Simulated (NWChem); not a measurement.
# Correlation energy of Ga₂

```xyz
2

Ga     0.0000     0.0000     1.2227
Ga     0.0000     0.0000    -1.2227
```
Charge 0, spin multiplicity 3.

Everything below was run with NWChem. The geometry was optimised at UPBE0/def2-SVP, a minimum by its harmonic frequencies.

Basis set: def2-SVP. Each correlation energy counts from its own Hartree-Fock reference.

The Hamiltonian is non-relativistic. The correlated methods keep 18 core orbitals frozen. This spin state was chosen for the runs; another may lie lower. The structure started from a generated list of species. The unpaired electrons of the parent sit in orbitals of symmetry b2u and b3u (D2h labels of the run); other states weren't searched. The stability of the SCF solutions was not checked. Open-shell Hartree-Fock references start from PBE0 orbitals. No row is a measurement; the coupled-cluster row has its own basis-set and correlation limits.

Question: Order these methods by the correlation energy they give, lowest first: UMP2, SCS-UMP2, CCSD on UHF, CCSD[T] on UHF, CCSD(T) on UHF.

Answer: CCSD[T] on UHF (-393.3 mHa), CCSD(T) on UHF (-390.6 mHa), UMP2 (-378.3 mHa), CCSD on UHF (-373.5 mHa), SCS-UMP2 (-343.2 mHa)
